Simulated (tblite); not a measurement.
Record of a relaxation.

Species: C₂H₈OP₂Si₂ (charge +1 and doublet state).
Bonds: C1–C2, C2–O3 (double), C2–Si4, Si4–P5, P5–Si6, Si6–P7, Si4–P7. Hydrogens: H8, H9, H10 on C1; H11 on Si4; H12 on P5; H13, H14 on Si6; H15 on P7.
Bond orders are those of one Lewis drawing.

Computed with GFN2-xTB (tblite), gas phase: L-BFGS steps from a force-field or distance-geometry start until the largest atomic force falls under 0.01 eV/Å. 13 of its 75 geometries are shown.

Step 0: E = -555.7702 eV, largest atomic force 2.879 eV/Å
```
atom  x, y, z in Å  |  force x, y, z in eV/Å
C1      2.824    0.285    0.008   -0.393   0.644   0.002
C2      1.359    0.665   -0.069    1.654   1.128  -0.281
O3      0.975    1.770   -0.380   -0.151  -0.307   0.067
Si4     0.095   -0.629    0.362    1.146  -2.514   0.808
P5     -1.530   -0.940   -1.100   -0.417  -0.734  -1.091
Si6    -2.403    0.751    0.025   -1.930   1.800  -0.437
P7     -1.437   -0.041    1.854   -0.227   0.006   1.204
H8      3.431    1.157   -0.266   -0.134  -0.230   0.034
H9      3.088   -0.011    1.028   -0.144  -0.101  -0.267
H10     3.026   -0.527   -0.685   -0.001  -0.094   0.124
H11     0.675   -1.951    0.747   -0.018   0.376  -0.113
H12    -2.207   -1.972   -0.416    0.201   0.156  -0.232
H13    -3.877    0.642    0.116    0.319   0.064  -0.045
H14    -1.886    2.074   -0.389   -0.101  -0.410   0.120
H15    -2.136   -1.264    1.892    0.195   0.217   0.107
```

Step 6: E = -556.2564 eV, largest atomic force 0.475 eV/Å
```
atom  x, y, z in Å  |  force x, y, z in eV/Å
C1      2.842    0.330   -0.004   -0.056  -0.017   0.020
C2      1.405    0.691   -0.065   -0.062  -0.153  -0.024
O3      0.942    1.755   -0.378   -0.145  -0.271   0.108
Si4     0.171   -0.776    0.408    0.080  -0.251   0.062
P5     -1.546   -0.927   -1.146    0.170   0.236   0.376
Si6    -2.528    0.839    0.005   -0.076  -0.081   0.020
P7     -1.445   -0.008    1.878    0.115   0.000  -0.413
H8      3.477    1.172   -0.277   -0.005  -0.087   0.033
H9      3.068   -0.022    1.002    0.094   0.122   0.048
H10     3.021   -0.521   -0.661    0.056   0.085  -0.102
H11     0.763   -2.076    0.782   -0.026   0.201  -0.062
H12    -2.194   -1.964   -0.459   -0.005   0.066  -0.174
H13    -3.976    0.658    0.113    0.060   0.133  -0.045
H14    -1.883    2.092   -0.397   -0.207  -0.124   0.043
H15    -2.120   -1.236    1.925    0.007   0.140   0.110
```

Step 12: E = -556.3665 eV, largest atomic force 0.392 eV/Å
```
atom  x, y, z in Å  |  force x, y, z in eV/Å
C1      2.852    0.331   -0.005   -0.003   0.049  -0.017
C2      1.400    0.619   -0.051   -0.071  -0.167   0.083
O3      0.843    1.645   -0.339   -0.028   0.015  -0.013
Si4     0.230   -0.861    0.431   -0.209  -0.068   0.036
P5     -1.490   -0.854   -1.095    0.013   0.047  -0.239
Si6    -2.595    0.849    0.005    0.266  -0.277   0.080
P7     -1.397    0.025    1.799    0.036   0.148   0.156
H8      3.479    1.171   -0.275   -0.037   0.224  -0.071
H9      3.099    0.012    1.006    0.069  -0.081  -0.006
H10     3.049   -0.496   -0.684    0.086  -0.070   0.039
H11     0.826   -2.138    0.798    0.020  -0.123   0.037
H12    -2.190   -1.931   -0.551    0.007  -0.001  -0.039
H13    -4.035    0.712    0.096   -0.154  -0.028   0.011
H14    -1.966    2.085   -0.393   -0.010   0.298  -0.090
H15    -2.109   -1.161    1.984    0.016   0.035   0.032
```

Step 18: E = -556.4436 eV, largest atomic force 0.256 eV/Å
```
atom  x, y, z in Å  |  force x, y, z in eV/Å
C1      2.854    0.340   -0.008   -0.028  -0.067   0.023
C2      1.377    0.508   -0.015    0.042   0.059  -0.014
O3      0.760    1.508   -0.296   -0.001  -0.040   0.011
Si4     0.199   -0.963    0.465    0.192   0.145  -0.059
P5     -1.432   -0.807   -1.153   -0.013  -0.010   0.064
Si6    -2.572    0.832    0.011   -0.036   0.221  -0.071
P7     -1.336    0.092    1.817   -0.019  -0.029  -0.043
H8      3.401    1.240   -0.294   -0.211  -0.053   0.018
H9      3.165    0.023    0.988   -0.007   0.067   0.012
H10     3.116   -0.479   -0.679   -0.009   0.054  -0.047
H11     0.852   -2.215    0.821   -0.086  -0.200   0.064
H12    -2.175   -1.886   -0.666   -0.025  -0.024  -0.089
H13    -4.038    0.738    0.086    0.196  -0.159   0.044
H14    -2.090    2.140   -0.406    0.029   0.011   0.000
H15    -2.086   -1.062    2.056   -0.025   0.025   0.088
```

Step 25: E = -556.5032 eV, largest atomic force 0.184 eV/Å
```
atom  x, y, z in Å  |  force x, y, z in eV/Å
C1      2.840    0.340   -0.007   -0.054   0.062  -0.018
C2      1.363    0.437    0.009   -0.029  -0.015  -0.013
O3      0.716    1.421   -0.270   -0.052  -0.094   0.036
Si4     0.213   -1.045    0.489   -0.090   0.030   0.000
P5     -1.381   -0.771   -1.157    0.074  -0.042  -0.026
Si6    -2.509    0.885   -0.008   -0.073   0.062  -0.017
P7     -1.287    0.123    1.798    0.082  -0.016   0.038
H8      3.256    1.298   -0.309    0.167  -0.002   0.005
H9      3.207    0.061    0.982   -0.047   0.046  -0.065
H10     3.157   -0.443   -0.698   -0.054   0.065   0.034
H11     0.777   -2.340    0.862   -0.077  -0.034   0.013
H12    -2.179   -1.863   -0.799   -0.010   0.076  -0.009
H13    -3.953    0.640    0.112    0.134  -0.031   0.005
H14    -2.140    2.234   -0.430    0.048  -0.170   0.051
H15    -2.084   -0.969    2.154   -0.019   0.063  -0.034
```

Step 31: E = -556.5270 eV, largest atomic force 0.103 eV/Å
```
atom  x, y, z in Å  |  force x, y, z in eV/Å
C1      2.824    0.367   -0.016    0.011  -0.018   0.009
C2      1.348    0.406    0.016   -0.044   0.030   0.009
O3      0.657    1.363   -0.250   -0.049   0.082  -0.028
Si4     0.202   -1.084    0.502    0.041  -0.074   0.019
P5     -1.337   -0.761   -1.173    0.008   0.054  -0.013
Si6    -2.460    0.888   -0.011    0.040  -0.091   0.028
P7     -1.243    0.140    1.803    0.007   0.048  -0.019
H8      3.246    1.323   -0.314   -0.030   0.074  -0.036
H9      3.202    0.098    0.968    0.002  -0.040   0.067
H10     3.150   -0.408   -0.706    0.012  -0.055  -0.037
H11     0.688   -2.407    0.885   -0.020   0.000   0.001
H12    -2.189   -1.821   -0.862   -0.007  -0.012   0.010
H13    -3.880    0.567    0.131   -0.022   0.025  -0.007
H14    -2.119    2.236   -0.429    0.057  -0.012   0.001
H15    -2.093   -0.898    2.182   -0.005  -0.014  -0.003
```

Step 37: E = -556.5304 eV, largest atomic force 0.051 eV/Å
```
atom  x, y, z in Å  |  force x, y, z in eV/Å
C1      2.819    0.371   -0.016   -0.019   0.002  -0.003
C2      1.341    0.420    0.014    0.011  -0.010  -0.002
O3      0.651    1.378   -0.255    0.008  -0.031   0.010
Si4     0.205   -1.085    0.502    0.024  -0.015   0.003
P5     -1.333   -0.762   -1.175   -0.021  -0.002   0.008
Si6    -2.453    0.879   -0.008    0.041  -0.030   0.006
P7     -1.238    0.141    1.804   -0.025  -0.006   0.002
H8      3.242    1.328   -0.318   -0.023  -0.025   0.016
H9      3.192    0.093    0.970   -0.019   0.025  -0.024
H10     3.141   -0.410   -0.706   -0.022   0.025   0.007
H11     0.674   -2.413    0.888    0.001   0.018  -0.005
H12    -2.188   -1.818   -0.857    0.021  -0.001  -0.009
H13    -3.875    0.567    0.131   -0.034   0.021  -0.006
H14    -2.089    2.219   -0.425    0.035   0.025  -0.009
H15    -2.093   -0.899    2.176    0.022   0.004   0.007
```

Step 43: E = -556.5324 eV, largest atomic force 0.061 eV/Å
```
atom  x, y, z in Å  |  force x, y, z in eV/Å
C1      2.808    0.374   -0.018    0.019   0.009   0.003
C2      1.332    0.410    0.016   -0.008   0.020  -0.004
O3      0.638    1.366   -0.250   -0.044   0.006  -0.001
Si4     0.208   -1.097    0.506   -0.035   0.017  -0.002
P5     -1.325   -0.761   -1.174    0.005  -0.011  -0.007
Si6    -2.447    0.875   -0.007   -0.021   0.053  -0.011
P7     -1.231    0.141    1.804    0.005  -0.007   0.004
H8      3.221    1.335   -0.318   -0.008  -0.005  -0.012
H9      3.181    0.104    0.969    0.018  -0.015   0.000
H10     3.130   -0.403   -0.710    0.020   0.006   0.008
H11     0.674   -2.424    0.892    0.015  -0.013   0.004
H12    -2.177   -1.821   -0.870   -0.014  -0.028   0.000
H13    -3.879    0.590    0.124    0.057   0.020  -0.008
H14    -2.056    2.212   -0.424    0.003  -0.028   0.009
H15    -2.081   -0.895    2.188   -0.013  -0.022   0.016
```

Step 49: E = -556.5344 eV, largest atomic force 0.034 eV/Å
```
atom  x, y, z in Å  |  force x, y, z in eV/Å
C1      2.795    0.381   -0.019   -0.012   0.006  -0.007
C2      1.318    0.411    0.017   -0.003  -0.021   0.009
O3      0.616    1.362   -0.249    0.020  -0.001  -0.001
Si4     0.199   -1.100    0.508    0.024  -0.009  -0.003
P5     -1.327   -0.773   -1.176   -0.004  -0.014   0.014
Si6    -2.427    0.882   -0.009    0.014  -0.017  -0.002
P7     -1.233    0.131    1.813   -0.002  -0.015   0.004
H8      3.201    1.343   -0.322    0.014   0.031   0.000
H9      3.175    0.110    0.965   -0.009   0.010   0.001
H10     3.124   -0.393   -0.711   -0.011  -0.007  -0.007
H11     0.673   -2.425    0.893    0.015  -0.007   0.002
H12    -2.173   -1.839   -0.876   -0.021   0.013   0.003
H13    -3.861    0.618    0.115   -0.001   0.011  -0.003
H14    -2.008    2.208   -0.425    0.000   0.012  -0.002
H15    -2.077   -0.909    2.203   -0.024   0.007  -0.009
```

Step 56: E = -556.5360 eV, largest atomic force 0.028 eV/Å
```
atom  x, y, z in Å  |  force x, y, z in eV/Å
C1      2.787    0.392   -0.023   -0.017  -0.014   0.009
C2      1.310    0.409    0.018   -0.017  -0.010  -0.001
O3      0.603    1.356   -0.247   -0.006   0.002   0.001
Si4     0.203   -1.113    0.512   -0.007  -0.014   0.013
P5     -1.327   -0.793   -1.170   -0.003   0.003  -0.011
Si6    -2.402    0.884   -0.012    0.006   0.003   0.009
P7     -1.235    0.111    1.820   -0.004   0.005  -0.007
H8      3.187    1.358   -0.325   -0.005  -0.023  -0.001
H9      3.168    0.122    0.961    0.012   0.015   0.008
H10     3.116   -0.384   -0.713    0.013   0.020  -0.014
H11     0.692   -2.433    0.896    0.017  -0.002  -0.001
H12    -2.193   -1.846   -0.875    0.003   0.014   0.023
H13    -3.842    0.654    0.104   -0.010  -0.015   0.004
H14    -1.974    2.207   -0.424    0.015   0.013  -0.005
H15    -2.098   -0.915    2.205    0.003   0.001  -0.027
```

Step 62: E = -556.5372 eV, largest atomic force 0.048 eV/Å
```
atom  x, y, z in Å  |  force x, y, z in eV/Å
C1      2.777    0.395   -0.023    0.032   0.014  -0.007
C2      1.300    0.403    0.020    0.027   0.027  -0.012
O3      0.593    1.351   -0.245   -0.025  -0.038   0.014
Si4     0.203   -1.126    0.516   -0.008  -0.001  -0.003
P5     -1.329   -0.806   -1.167    0.006   0.017   0.011
Si6    -2.384    0.890   -0.013    0.004   0.015  -0.010
P7     -1.237    0.099    1.823    0.005   0.007  -0.009
H8      3.172    1.362   -0.328   -0.033   0.008   0.003
H9      3.167    0.134    0.961   -0.008  -0.023  -0.015
H10     3.115   -0.372   -0.720   -0.009  -0.017   0.026
H11     0.717   -2.438    0.897   -0.002   0.018  -0.005
H12    -2.209   -1.842   -0.856    0.001  -0.004   0.020
H13    -3.828    0.670    0.098    0.006  -0.008   0.002
H14    -1.944    2.210   -0.425    0.002  -0.001   0.000
H15    -2.116   -0.922    2.188    0.001  -0.013  -0.015
```

Step 68: E = -556.5382 eV, largest atomic force 0.015 eV/Å
```
atom  x, y, z in Å  |  force x, y, z in eV/Å
C1      2.772    0.399   -0.024   -0.010   0.000  -0.002
C2      1.295    0.399    0.021   -0.009  -0.009   0.008
O3      0.581    1.343   -0.242   -0.001   0.008  -0.004
Si4     0.203   -1.132    0.518    0.009   0.002  -0.005
P5     -1.333   -0.814   -1.162    0.003  -0.003   0.002
Si6    -2.369    0.898   -0.016   -0.002   0.004  -0.003
P7     -1.241    0.088    1.824    0.003  -0.001   0.003
H8      3.155    1.370   -0.330    0.009   0.005   0.001
H9      3.164    0.137    0.958   -0.003   0.003   0.000
H10     3.111   -0.368   -0.719   -0.002  -0.003  -0.002
H11     0.736   -2.435    0.896   -0.006  -0.011   0.004
H12    -2.219   -1.838   -0.829    0.006   0.000   0.007
H13    -3.813    0.679    0.095    0.007   0.008  -0.003
H14    -1.917    2.214   -0.427   -0.010   0.005  -0.001
H15    -2.128   -0.934    2.164    0.006  -0.006  -0.005
```

Step 74: E = -556.5385 eV, largest atomic force 0.009 eV/Å
```
atom  x, y, z in Å  |  force x, y, z in eV/Å
C1      2.768    0.401   -0.025    0.005   0.002   0.005
C2      1.291    0.401    0.021    0.005   0.004  -0.004
O3      0.577    1.344   -0.243    0.001  -0.005   0.003
Si4     0.205   -1.134    0.518   -0.003  -0.003   0.002
P5     -1.332   -0.818   -1.159   -0.002   0.000   0.002
Si6    -2.362    0.902   -0.017    0.003  -0.003  -0.001
P7     -1.240    0.084    1.825    0.000  -0.003  -0.001
H8      3.153    1.372   -0.329   -0.001  -0.002  -0.009
H9      3.160    0.139    0.957   -0.001  -0.003   0.007
H10     3.107   -0.368   -0.719   -0.001   0.007  -0.002
H11     0.735   -2.439    0.897   -0.002   0.001  -0.001
H12    -2.218   -1.839   -0.815    0.001   0.001   0.000
H13    -3.807    0.687    0.092   -0.004   0.001   0.000
H14    -1.915    2.219   -0.429    0.000   0.002  -0.001
H15    -2.127   -0.942    2.153    0.001   0.001  -0.001
```

Question: Summarise the path.

Answer: The energy falls by 74.12 kJ/mol from step 0 to step 74; nine tenths of that is first reached at step 21. It falls at every step. The largest force goes from 2.879 to 0.009 eV/Å. Among the bonds P5–Si6 changes most, from 2.212 to 2.307 Å; the atoms move by 0.339 Å rms after alignment.

What follows is the cost of the whole relaxation. The run took 0.67 s on one thread of an Arm Neoverse V1, shared host with 64 logical CPUs at a one-minute load of 21.
